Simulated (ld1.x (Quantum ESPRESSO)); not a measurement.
# Logarithmic derivatives: erbium, PAW

Er (Z = 68), PAW, made with ld1.x (Quantum ESPRESSO) 7.5 (PBEsol, fully relativistic). Core [Kr] 4d10, reference 4f12 5s2 5p6 5d0 6s1 6p0 (charge +1). Waves: 5s (bound): rcut 1.70, rcutus 2.35 bohr; 6s (bound): rcut 1.70, rcutus 2.35 bohr; 5p (bound): rcut 1.95, rcutus 2.05 bohr; 6p (bound, empty): rcut 1.95, rcutus 2.05 bohr; 5d (bound, empty): rcut 2.70, rcutus 3.80 bohr; 5d channel at 0.2 Ry: rcut 2.70, rcutus 3.80 bohr; 4f (bound): rcut 1.15, rcutus 1.50 bohr; 4f channel at 2.65 Ry: rcut 1.15, rcutus 1.50 bohr. Local part: all-electron potential smoothed inside 2.50 bohr (lloc = -1). Core correction: Bessel-smoothed model core inside 1.25 bohr. Augmentation charge: BESSEL, radius 0.90 bohr.

Open shells are filled in proportion to 2j + 1 (rel_dist='average').

The phase is arctan(r·u′/u) with u = r·R(r), unwrapped; energies in Ry, scanned from -6 to 5 Ry. A pole is an energy at which the radial function vanishes at the test radius. The pseudo phase is shifted by a multiple of π to meet the all-electron one at the reference energy, and phase errors are pseudo minus all-electron; the curves can meet again beyond the range given. Levels narrower than the energy grid can be missing from the lists of poles.

| channel | radius (bohr) | reference energy (Ry) | poles, all-electron | poles, pseudo | unbroken range about the reference energy with phases within 0.05 rad | phase error 1 Ry above the reference energy (rad) |
| --- | --- | --- | --- | --- | --- | --- |
| s | 4.10 | -0.66 | -0.11, 3.30 | -0.11, 3.27 | below 1.2 | -0.001 |
| p3/2 | 4.10 | -0.39 | -2.30, 0.66, 4.36 | -2.30, 0.66, 4.29 | below 2.2 | -0.000 |
| d3/2 | 4.10 | -0.50 | -0.33, 1.99 | -2.06, -0.35, 0.51 | -0.6 to 0.3 | -2.154 |
| d5/2 | 4.10 | -0.48 | -0.29, 2.04 | -2.07, -0.31, 0.46 | -0.5 to 0.3 | -2.446 |
| f5/2 | 4.10 | -0.76 | -0.76, 1.38, 4.23 | -0.76, 1.39, 4.27 | the whole range | +0.008 |
| f7/2 | 4.10 | -0.68 | -0.68, 1.39, 4.25 | -0.68, 1.40, 4.29 | the whole range | +0.013 |

The ghost test of this file was not conclusive.

Phases in the p3/2 channel:

| E (Ry) | all-electron | pseudo |
| --- | --- | --- |
| -6.00 | 1.465 | 1.465 |
| -5.48 | 1.459 | 1.459 |
| -4.96 | 1.453 | 1.453 |
| -4.44 | 1.445 | 1.445 |
| -3.92 | 1.435 | 1.435 |
| -3.40 | 1.422 | 1.422 |
| -2.88 | 1.403 | 1.403 |
| -2.36 | 1.312 | 1.312 |
| -1.84 | -1.788 | -1.788 |
| -1.32 | -1.860 | -1.860 |
| -0.80 | -2.064 | -2.064 |
| -0.28 | -3.627 | -3.627 |
| 0.24 | -4.569 | -4.569 |
| 0.76 | -4.734 | -4.735 |
| 1.28 | -4.842 | -4.843 |
| 1.80 | -5.030 | -5.034 |
| 2.32 | -6.393 | -6.451 |
| 2.84 | -7.588 | -7.597 |
| 3.36 | -7.748 | -7.753 |
| 3.88 | -7.814 | -7.819 |
| 4.40 | -7.857 | -7.863 |
| 4.92 | -7.895 | -7.904 |
